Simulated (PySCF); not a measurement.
Na(OH) (HNaO), SMILES [Na][OH]. The structure is a stationary point at ωB97X-D3(BJ)/def2-TZVPD. The isomer is the one that the SMILES or the coordinates give; other isomers of the formula were not compared.

Method: ωB97X-D3(BJ)/def2-TZVPD in PySCF.

Harmonic wavenumbers (cm⁻¹): 222, 222, 562, 3999. Rotational constants (GHz): 12.60 (linear); symmetry number 1.

Problem. Work out the zero-point energy and the ideal-gas rigid-rotor harmonic-oscillator thermochemistry at 298.15 K and 1 atm.

Solution. ZPE = ½ Σ hcν = ½ × 5006 cm⁻¹ = 7.16 kcal/mol. H − E(el) = 10.01 kcal/mol. Entropy in cal/(mol K): translation 36.99, rotation 14.31, vibration 4.40, total 55.69. G − E(el) = -6.60 kcal/mol. Cp = 11.68 cal/(mol K).
